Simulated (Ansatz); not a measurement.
Computed with Ansatz on PBE0-D4/def2-TZVP structures; ΔE is electronic, products minus reactants. CCSD(T)/CBS adds triple-zeta CCSD(T) − MP2 to the extrapolated MP2 energy (def2 sets, frozen cores). This one scheme is used for every species. DFT in def2-TZVPP. B3LYP here is the variant with VWN-RPA as its local correlation; programs differ in this. One conformer a species, not always the lowest.

Reaction (ligand exchange at the Al–C bond): `CC[CH](O)[AlH2]` + `[AlH2][SH]` → `[AlH2][S][AlH2]` + `CCCO`

```csv
level,ΔE (kcal/mol)
B3LYP-D4,-35.9
HF/CBS(def2),-40.3
```

Question: What does CCSD(T)/CBS give? (Estimate.)

Answer: Ansatz gave: -37.4 kcal/mol. The listed levels differ from it by 1.5, -2.9 kcal/mol.

Largest T1 diagnostic among the species: 0.011.

From PBE to PBE0 (25 % exact exchange), in def2-TZVPP and without D4, ΔE moves by −1.6 kcal/mol. In def2-TZVPP, CCSD(T) changes the Hartree–Fock value by +3.4 kcal/mol (the triples alone add +0.2 kcal/mol) and MP2 by +2.3 kcal/mol.
